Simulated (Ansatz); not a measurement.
Total energies of the cluster Ge2H4 (the lowest singlet isomer of a short search) from Ansatz at PBE0-D4/def2-TZVP, gas phase (1 Eh = 27.2114 eV = 2625.5 kJ/mol). The reference geometry is relaxed at r2SCAN-D4/def2-TZVP.

| atom | x (Å) | y (Å) | z (Å) |
| --- | --- | --- | --- |
| Ge1 | -0.4523 | -1.6592 | 0.4025 |
| Ge2 | -0.3534 | 0.5906 | -0.3533 |
| H3 | 0.8886 | -0.5833 | -0.3543 |
| H4 | 0.2743 | 1.8068 | 0.3619 |
| H5 | 0.0599 | -1.0948 | 1.7992 |
| H6 | -0.4171 | 0.9399 | -1.8560 |

```tsv
state	geometry	energy (Eh)
charge 0 singlet	reference	-4155.83576
charge 1 doublet	reference	-4155.50795
free Ge atom (triplet)	–	-2076.65516
free H atom (doublet)	–	-0.50104
```

(1) Work out the vertical ionisation energy to the doublet.

(2) What is the binding energy per atom against free atoms?

(1) E(charge 1 doublet) − E(charge 0 singlet) = -4155.50795 − (-4155.83576) = 0.32781 Eh = 8.92 eV. For comparison, −ε of the highest occupied level is 6.88 eV at this level, 2.04 eV less.

(2) Atoms: 2 × (-2076.65516) + 4 × (-0.50104) = -4155.31448 Eh. Binding: -4155.31448 − (-4155.83576) = 0.52128 Eh = 14.18 eV, or 2.36 eV for each of 6 atoms (no zero-point energy, no counterpoise term).

The structure comes from a short search, and lower isomers may exist.
